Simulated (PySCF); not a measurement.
Geometries of 2 isomers of C7H7F, from PySCF, PBE0-D3(BJ)/def2-SVP geometry optimisation, gas phase. One conformer each, no zero-point energy, no frequencies.

**Question.** Which is lower in electronic energy at this level?
A.
```xyz
15
angstrom
C     -0.736   -1.648    2.190
C     -0.396   -1.410    1.051
C     -0.002   -1.105   -0.297
C      1.398   -0.568   -0.589
C      0.224    0.311   -0.698
C     -0.284    1.621   -0.223
C     -0.432    1.202   -1.661
F     -1.666    0.864   -2.108
H     -1.038   -1.868    3.197
H     -0.442   -1.751   -1.067
H      1.882   -0.918   -1.505
H      2.059   -0.436    0.271
H      0.421    2.422    0.021
H     -1.195    1.593    0.384
H      0.161    1.705   -2.434
```
B.
```xyz
15
angstrom
C     -3.477    0.849   -0.311
C     -2.572   -0.339   -0.384
C     -1.306   -0.359   -0.012
C     -0.076   -0.373    0.351
C      1.154   -0.394    0.708
C      2.432   -0.415    1.041
C      3.589   -0.115    0.160
F      2.796   -0.730    2.293
H     -4.357    0.625    0.315
H     -3.859    1.108   -1.312
H     -2.963    1.725    0.106
H     -3.004   -1.270   -0.781
H      4.260   -0.988    0.106
H      3.256    0.145   -0.852
H      4.172    0.723    0.576
```

**Answer.** B. That is `FC(=C=C=C=CC)C`, 8.1 kcal/mol below the other.

```
                    SMILES                                    atoms numbered as above      E (Eh)  relative (kcal/mol)  relative (kJ/mol)  dipole (D)
            CC=C=C=C=C(C)F        [CH3:1][CH:2]=[C:3]=[C:4]=[C:5]=[C:6]([CH3:7])[F:8]  -369.98558                  0.0                0.0        1.96
C#C[C@@H]1C[C@]12C[C@@H]2F  [CH:1]#[C:2][C@@H:3]1[CH2:4][C@:5]12[CH2:6][C@@H:7]2[F:8]  -369.97274                  8.1               33.7        1.75
```

As drawn, the lower has cumulated double bonds and a C=C bond outside aromatic rings, which the higher lacks; the higher has a three-membered ring, a C≡C bond and a quaternary carbon, which the lower lacks.
